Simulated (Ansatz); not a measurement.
Relaxation of C$_{4}$H$_{14}$N$_{2}$OSi (22 atoms, charge 0, multiplicity 1), to a largest force component of 0.03 eV/Å in at most 50 steps.

Level of theory: RHF/6-31G* (Ansatz 0.2.0).

```xyz
22
Properties=species:S:1:pos:R:3
Si -1.017 0.159 0.073
H 1.357 -0.030 1.283
N 1.970 0.003 0.463
C 2.748 -1.213 0.361
H 2.086 -2.070 0.381
H 3.277 -1.223 -0.586
H 3.485 -1.326 1.159
C 2.766 1.211 0.487
H 3.281 1.322 -0.462
H 2.119 2.071 0.616
H 3.516 1.224 1.280
O -0.867 1.054 -1.320
H -0.680 1.972 -1.182
N -1.273 -1.396 -0.594
C -1.603 -2.513 0.267
H -1.670 -2.193 1.301
H -2.560 -2.952 -0.009
H -0.850 -3.296 0.205
C -1.180 -1.765 -1.993
H -2.139 -2.121 -2.366
H -0.876 -0.918 -2.586
H -0.455 -2.565 -2.130
```

Task: Where does it end, and by what steps?

Result: The forces met the threshold. After 26 steps the energy has fallen by 0.191 eV; H6 moved furthest, 1.33 Å.

```tsv
step	energy less start (eV)	largest force component (eV/Å)	accepted
0	0.0000	0.942	yes
1	-0.0605	0.466	yes
2	-0.0410	0.416	no
3	-0.0758	0.151	yes
4	-0.0843	0.116	yes
5	-0.0844	0.342	yes
6	-0.0941	0.107	yes
7	-0.1011	0.089	yes
8	-0.1092	0.081	yes
9	-0.1197	0.111	yes
10	-0.1322	0.117	yes
11	-0.1455	0.204	yes
12	-0.1315	0.364	no
13	-0.1574	0.093	yes
14	-0.1626	0.118	yes
15	-0.1651	0.107	yes
16	-0.1676	0.083	yes
17	-0.1698	0.168	yes
18	-0.1729	0.163	yes
19	-0.1781	0.170	yes
20	-0.1781	0.345	no
21	-0.1827	0.102	yes
22	-0.1850	0.086	yes
23	-0.1877	0.119	yes
24	-0.1894	0.075	yes
25	-0.1902	0.051	yes
26	-0.1908	0.026	yes
```

```xyz
22
Properties=species:S:1:pos:R:3
Si -0.560 0.263 -0.010
H 1.535 -0.596 1.499
N 1.631 -0.140 0.610
C 2.363 -1.017 -0.300
H 1.879 -1.982 -0.333
H 2.341 -0.585 -1.292
H 3.399 -1.148 0.007
C 2.300 1.142 0.812
H 2.358 1.657 -0.139
H 1.721 1.747 1.498
H 3.306 1.022 1.205
O 0.010 0.835 -1.496
H -0.066 1.774 -1.583
N -0.947 -1.372 -0.463
C -1.640 -2.233 0.468
H -1.857 -1.703 1.390
H -2.587 -2.583 0.058
H -1.051 -3.116 0.723
C -0.717 -2.003 -1.743
H -1.657 -2.318 -2.195
H -0.233 -1.315 -2.420
H -0.093 -2.894 -1.648
```

Whether the end is a true minimum wasn't checked by a vibrational analysis.

Run time: 68 s on 4 threads of Arm Neoverse V2 (shared host), peak memory 0.48 GiB.
